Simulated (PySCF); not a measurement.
FH2O2STa, SMILES [F][Ta]([OH])([OH])=[S], multiplicity 1.

Coordinates come from a PBE-D3(BJ)/def2-SVP optimisation. The multiplicity is an assumed one; no other spin state was optimised. The structure was generated by enumeration; whether it is a known compound was not checked. The def2 effective core potentials stand for the cores of Ta; spin–orbit coupling is left out. Other conformers were not sampled.

Calculation: PBE-D3(BJ)/def2-SVP run with PySCF.

Frequencies are harmonic and unscaled.

```
mode  ν (cm⁻¹)  IR (km/mol)   moving atoms (share of kinetic energy)
----  --------  -----------  ---------------------------------------
1          157          5.8  F 35 %, O 21 %, Ta 17 %, S 16 %, H 10 %
2          158          3.8  S 27 %, O 25 %, F 18 %, H 16 %, Ta 15 %
3          179          1.1           O 51 %, F 20 %, S 18 %, H 12 %
4          182          0.0                           F 50 %, O 31 %
5          197          3.6                           O 76 %, H 12 %
6          319        188.9                           H 81 %, O 15 %
7          327         51.2                           H 85 %, O 14 %
8          470        149.8                           H 74 %, O 25 %
9          481        201.1                           H 79 %, O 19 %
10         524         64.4                          S 82 %, Ta 17 %
11         668         97.1                          F 89 %, Ta 10 %
12         716         87.8                  O 75 %, Ta 13 %, H 12 %
13         716         55.3                           O 84 %, H 10 %
14        3778        355.5                                   H 94 %
15        3782        110.5                                   H 94 %
```
